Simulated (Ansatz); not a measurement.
Cartesian coordinates (Å):
```xyz
9

C      1.1240    -0.2725    -0.0360
N      0.0490     0.5807    -0.4276
C     -1.1163     0.3609     0.3666
H      1.3956    -0.1121     1.0195
H      0.8419    -1.3341    -0.1209
H      2.0045    -0.0939    -0.6545
H     -1.4668    -0.6798     0.2774
H     -0.9083     0.5226     1.4362
H     -1.9236     1.0282     0.0617
```
Charge 0, spin multiplicity 2.

All values below come from Ansatz (a first-principles code) with frozen-core CCSD(T)/cc-pVTZ // PBE0-D3(BJ)/def2-TZVP.

```yaml
HF energy: -133.67717 Ha
MP2 correlation energy: -0.52815 Ha
```

Q: Estimate the CCSD correlation energy, the (T) correction, the total energy and the T1 diagnostic.

A: 
```json
{
  "CCSD correlation energy": "-0.56859 Ha",
  "(T) correction": "-0.02081 Ha",
  "CCSD(T) total energy": "-134.26657 Ha",
  "T1 diagnostic": "0.013"
}
```
